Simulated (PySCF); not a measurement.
Stepwise substitution at one centre (Sn Cl-H). All species are isolated molecules in the gas phase. Strings in code marks are SMILES.

Level of theory: PySCF 2.14.0 with PBE-D3(BJ)/def2-TZVP // B3LYP-D3(BJ)/def2-TZVP. Excitations are Tamm–Dancoff values on a coarser integration grid. The basis has no diffuse functions, so Rydberg states are missing or too high.

| species | S1–T1 gap (TDA) (eV) | HOMO (eV) | S1 oscillator strength | S1 excitation (TDA) (eV) |
|---|---|---|---|---|
| 0 of 4 Cl replaced by H (`[Cl][Sn]([Cl])([Cl])[Cl]`) | – | … | 0.000 | 4.15 |
| 1 of 4 Cl replaced by H (`[Cl][SnH]([Cl])[Cl]`) | 0.28 | -7.97 | … | 4.72 |
| 2 of 4 Cl replaced by H | … | -7.58 | 0.030 | … |
| 3 of 4 Cl replaced by H (`[SnH3][Cl]`) | 0.43 | -7.24 | 0.018 | 5.65 |
| 4 of 4 Cl replaced by H (`[SnH4]`) | – | -7.93 | – | – |

Problem. Some entries are withheld; supply them.

Solution. 
- 0 of 4 Cl replaced by H (`[Cl][Sn]([Cl])([Cl])[Cl]`), HOMO (eV): -8.31
- 1 of 4 Cl replaced by H (`[Cl][SnH]([Cl])[Cl]`), S1 oscillator strength: 0.000
- 2 of 4 Cl replaced by H, S1–T1 gap (TDA) (eV): 0.55
- 2 of 4 Cl replaced by H, S1 excitation (TDA) (eV): 5.41
